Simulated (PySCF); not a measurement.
CH₄ClNOSi₂, SMILES Cl[Si@H]1OC=N[SiH2]1. Atoms are numbered in the order given.

```xyz
10

Cl     1.9056    -0.8047    -1.0618
Si     0.7579    -0.1199     0.5307
O      0.2426     1.5029     0.1549
C     -1.0939     1.6605    -0.0988
N     -2.0154     0.7762    -0.0066
Si    -1.4812    -0.8355     0.5233
H      1.6497     0.0071     1.7244
H     -1.3065     2.7067    -0.4056
H     -1.8150    -1.8939    -0.4845
H     -2.0679    -1.1829     1.8610
```

The structure is a stationary point at PBE-D3(BJ)/def2-SVP. The structure was generated by enumeration; whether it is a known compound was not checked.

Computed with PySCF with PBE0/pcSseg-1.

GIAO shieldings, no solvent; atoms alike by connectivity are averaged. δ = σ(ref) − σ: ³⁵Cl against HCl (σ = 945.9 ppm); ²⁹Si against TMS (σ = 352.7 ppm); ¹⁷O against H2O (σ = 334.2 ppm); ¹³C against TMS (σ = 186.3 ppm); ¹⁵N against NH3 (σ = 267.4 ppm); ¹H against TMS (σ = 31.56 ppm), references at their B3LYP-D3(BJ)/def2-TZVP geometries, non-relativistic (without spin–orbit terms, shifts of atoms bonded to Cl or Br come out too high).

```
atoms    nucleus  count  δ (ppm)
-------  -------  -----  -------
Cl1         ³⁵Cl      1        …
Si2         ²⁹Si      1     18.2
Si6         ²⁹Si      1    -41.9
O3           ¹⁷O      1        …
C4           ¹³C      1    172.9
N5           ¹⁵N      1        …
H8            ¹H      1     7.95
H7            ¹H      1     6.11
H9, H10       ¹H      2        …
```

What belongs in the gaps? (An estimate is asked for; the answer gives what the named calculation found.)


- O3, δ (ppm): 251.0
- N5, δ (ppm): 254.7
- H9, H10, δ (ppm): 5.20
- Cl1, δ (ppm): 40.2
